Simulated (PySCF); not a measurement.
hexafluoroethane (C2F6), singlet, geometry from GFN2-xTB. Base run: M06L/6-31G (PySCF).

PySCF was given this input:
```python
from pyscf import gto, scf, dft

mol = gto.M(
    atom='''
F     1.404115   -0.282840   -1.021312
C     0.767125   -0.061688    0.122481
F     1.243441    1.055497    0.659089
F     1.026413   -1.068100    0.948818
C    -0.767125    0.061688   -0.122481
F    -1.026413    1.068100   -0.948818
F    -1.243441   -1.055497   -0.659089
F    -1.404115    0.282840    1.021312
''',
    basis='6-31g',
    charge=0,
    spin=0,
    verbose=4,
)

mf = dft.RKS(mol)
mf.xc = 'm06l'
mf.kernel()
```

Each row names what was changed in the base input (with any setting that the change needs).

```
change                                ΔE vs base (mEh)  grid points  electrons on the grid
------------------------------------  ----------------  -----------  ---------------------
base                                             0.000       113808               66.00001
grids.atom_grid = (99, 590)                     -0.132       254280               66.00000
grids.radi_method = mura_knowles                 0.005       109056               66.00001
grids.prune = dft.gen_grid.sg1_prune            -0.205        50792               65.99997
grids.level = 0                                -59.919         8688               65.99412
grids.becke_scheme = stratmann                   0.012       113808               65.99999
grids.radi_method = gauss_chebyshev             -0.002       111504               66.00001
small_rho_cutoff = 0                             0.000       113808               66.00001
grids.radi_method = delley                       0.016       121080               66.00001
grids.level = 7                                 -0.122       706968               66.00000
grids.level = 1                                  1.596        42160               66.00008
```
